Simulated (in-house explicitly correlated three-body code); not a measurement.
Computed with an exponentially correlated three-body code. Model: two electrons around a point charge, non-relativistic, variational in 260 exponentially correlated functions (energies converged to about 1e-7 hartree, or 1e-8 relative for large Z).

For this charge the correlation energy is taken as exact minus Hartree-Fock, from which it differs by microhartrees, and the kinetic parts follow from it.

For two electrons in a singlet the Kohn-Sham orbital is the square root of half the density, so the exact Kohn-Sham potential and energy parts follow from the density alone, and exchange is minus half the Hartree energy. The Kohn-Sham level equals minus the binding energy of the second electron.

Command:
```bash
python run_hyl.py task.json out
```
Settings (lengths in bohr, energies in hartree):
```
Z                      7.8
interaction_strength   1
functions              260
states_tried           13
```

Cost of the run: 60 s on 1 thread of Intel(R) Xeon(R) Platinum 8175M CPU @ 2.50GHz (Skylake/Cascade Lake), on a shared host.

**Those bound S and P states to n = 4 that converged, binding against the one-electron ion.**

Given: nuclear charge 7.8.

Computed: one-electron threshold -30.42 hartree.

```
term  energy (hartree)  binding (eV)  quantum defect
1 1S       -56.1215681        699.38        0.051551
2 3S                 ?             ?               ?
2 3P       -36.3396307        161.08        0.023728
2 1S                 ?             ?               ?
2 1P       -36.1516216        155.97      -0.0084229
3 3S       -33.1016063         72.97        0.063727
3 3P       -33.0288423         70.99        0.023061
3 1S       -33.0282956        70.975        0.022749
3 1P       -32.9765232        69.567      -0.0072466
4 3S       -31.9114157        40.583        0.062736
4 1S       -31.8817355        39.776        0.022964
4 3P       -31.8816403        39.773        0.022835
4 1P       -31.8600791        39.187      -0.0068283
```

What belongs in the row 2 3S?

energy (hartree): -36.6072518; binding (eV): 168.36; quantum defect: 0.066941.

What belongs in the row 2 1S?

energy (hartree): -36.3300922; binding (eV): 160.82; quantum defect: 0.022134.

**Converged states only, values per electron or pair.**

```
term  mean r (bohr)  mean r squared (bohr²)  mean inverse r (1/bohr)  mean r12 (bohr)  mean inverse r12 (1/bohr)  mean cosine  mean p1 dot p2 (bohr⁻²)  delta r1 (bohr⁻³)  delta r12 (bohr⁻³)
1 1S        0.20207                0.054803                   7.4876          0.29832                     4.5629    -0.017011                  0.92444             138.57              14.614
2 3S        0.51061                 0.42482                    4.781          0.86069                     1.3689   -0.0056561                 0.069134             83.001                   -
2 3P              ?                       ?                        ?                ?                          ?            ?                        ?                  ?                   -
2 1S        0.52784                 0.45941                   4.7592            0.886                     1.5828    -0.008507                 0.080374             82.479              2.4745
2 1P        0.46722                 0.35499                   4.7453           0.7589                     1.7233     0.046713                    3.482             75.678             0.63739
3 3S         1.0485                  2.0839                   4.2865            1.918                    0.66545   -0.0018711                 0.020231              77.67                   -
3 3P         1.0004                  1.9089                   4.2812           1.8245                    0.72829    -0.017322                 -0.85906             75.358                   -
3 1S         1.0737                   2.196                   4.2807           1.9662                    0.72224   -0.0027223                 0.025158              77.56             0.72212
3 1P         1.0196                  1.9899                   4.2767           1.8569                    0.76289     0.011411                  0.88689             75.548             0.20753
4 3S          1.807                  6.6089                   4.1161            3.429                    0.38821  -0.00081055                0.0084582             76.418                   -
4 1S              ?                       ?                        ?                ?                          ?            ?                        ?                  ?                   ?
4 3P         1.7675                  6.3617                   4.1139            3.351                    0.41357   -0.0068513                 -0.33513              75.46                   -
4 1P          1.793                  6.5567                   4.1121           3.3997                     0.4281    0.0044969                  0.35517             75.533            0.090012
```

What belongs in the row 2 3P?

mean r (bohr): 0.45369; mean r squared (bohr²): 0.3319; mean inverse r (1/bohr): 4.762; mean r12 (bohr): 0.75932; mean inverse r12 (1/bohr): 1.6076; mean cosine: -0.071052; mean p1 dot p2 (bohr⁻²): -3.6593; delta r1 (bohr⁻³): 74.849.

What belongs in the row 4 1S?

mean r (bohr): 1.8405; mean r squared (bohr²): 6.8721; mean inverse r (1/bohr): 4.1138; mean r12 (bohr): 3.4952; mean inverse r12 (1/bohr): 0.41112; mean cosine: -0.0011732; mean p1 dot p2 (bohr⁻²): 0.010799; delta r1 (bohr⁻³): 76.38; delta r12 (bohr⁻³): 0.30188.

**Exact Kohn-Sham parts of the ground state from its density.**

Computed: Hartree energy 9.3047 hartree; exchange energy -4.6523 hartree; kinetic part of the DFT correlation energy 0.04397 hartree; potential part of the DFT correlation energy -0.089391 hartree; exact minus restricted Hartree-Fock -0.045422 hartree; Kohn-Sham level -699.38 eV; restricted Hartree-Fock level -699.65 eV; dipole polarisability 0.0029501 bohr³; C6 of two such species 0.00015247 hartree·bohr⁶.

What is the Kohn-Sham kinetic?

56.078 hartree.

What is the total energy?

-56.1215681 hartree.

**Functionals on the exact density and self-consistent, errors are functional minus exact, hybrids only self-consistent, a dash where a self-consistent run leaves the top level unbound.**

```csv
result,exchange error (millihartree),correlation error (millihartree),functional driven error (millihartree),density driven error (millihartree),self consistent total error (millihartree),top level plus exact binding (eV)
LDA VWN5,658.32,-143.39,514.93,-2.5808,512.35,50.246
PW91,75.291,-14.122,61.168,-1.4133,59.755,45.44
r2SCAN0,-,-,-,-,-1.3614,30.366
PBEsol,288.58,-16.007,272.58,-1.4073,271.17,48.098
revTPSS,-3.1401,-5.2772,-8.4173,-0.23837,-8.6557,41.705
r2SCAN,-4.0965,1.8755,-2.221,-0.31322,-2.5342,40.784
TPSS,-3.6772,-3.1268,-6.804,-0.3596,-7.1636,42.38
HSE06,-,-,-,-,58.632,34.566
LDA PW92,658.32,-142.42,515.91,-2.5822,513.32,50.259
PBE,89.248,-2.2173,87.03,-1.3793,85.651,45.95
BP86,33.083,-24.099,8.9833,-0.92878,8.0545,45.288
wB97X,-,-,-,-,?,?
SCAN,?,?,?,?,?,?
M06-L,-52.321,-12.247,-64.568,-2.3412,-66.909,40.301
```

What belongs in the row wB97X?

self consistent total error (millihartree): -111.61; top level plus exact binding (eV): 33.856.

What belongs in the row SCAN?

exchange error (millihartree): -4.0965; correlation error (millihartree): 1.8755; functional driven error (millihartree): -2.221; density driven error (millihartree): -0.31322; self consistent total error (millihartree): -2.5342; top level plus exact binding (eV): 40.784.

The density-driven part is never positive, since each functional's own density lowers its energy. Here it is small beside the functional-driven part (median ratio 0.028), the normal case.
